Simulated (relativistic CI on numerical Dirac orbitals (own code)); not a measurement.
Rh5+: 4p photoemission

Computed with this model: Dirac-Coulomb-Breit CI, KLI orbitals optimised for each configuration, model QED (radiative potential, 1s self-energy scaled to tabulated hydrogen-like ionisation energies), valence Slater integrals scaled by 0.7, multiplet model of photoemission in the sudden approximation; configurations [Kr] 4d4 → [Ar] 3d10 4s2 4p5 4d4; 80 K; Lorentzian 1.2 eV and Gaussian 0.6 eV FWHM. Energies are those of the free ion, without screening or charge transfer. The energies are binding energies and can lie tens of eV above those of solids. S is read from ⟨S²⟩ = S(S + 1).

Field parameters in Wybourne normalisation: D3d B²₀ = −7Dσ, B⁴₀ = −14Dq − 21Dτ, B⁴₃ = −14√(10/7) Dq. The field is a parameter set, without covalency.

free ion: ground-state S = 1.95, centroid 130.55 eV. Peaks (eV, height): 125.2 (100), 127.8 (64), 129.0 (58), 132.0 (11), 136.8 (18), 142.8 (36).

D3d, 10Dq = 42350, Dσ = -1200, Dτ = 310 cm⁻¹: ground-state S = 1.00, centroid 130.66 eV. Peaks (eV, height): 126.6 (100), 130.0 (37), 133.0 (31), 143.0 (9).

D3d, 10Dq = 42350, Dσ = 240, Dτ = 310 cm⁻¹: ground-state S = 1.00, centroid 130.67 eV. Peaks (eV, height): 126.6 (100), 129.8 (37), 133.0 (30), 143.0 (9).

Strongest unbroadened transitions for free ion:

| Energy (eV) | Relative strength |
| --- | --- |
| 125.19 | 100.0 |
| 125.48 | 8.1 |
| 127.55 | 30.7 |
| 127.82 | 25.2 |
| 128.94 | 5.0 |
| 129.14 | 39.9 |
| 129.41 | 2.6 |
| 129.55 | 3.4 |
| 132.11 | 5.2 |
| 136.62 | 8.8 |
| 136.86 | 6.5 |
| 137.41 | 4.6 |
| 141.36 | 2.5 |
| 142.29 | 4.2 |
| 142.60 | 16.5 |
| 142.99 | 6.0 |
| 143.21 | 16.5 |
| 143.67 | 3.9 |
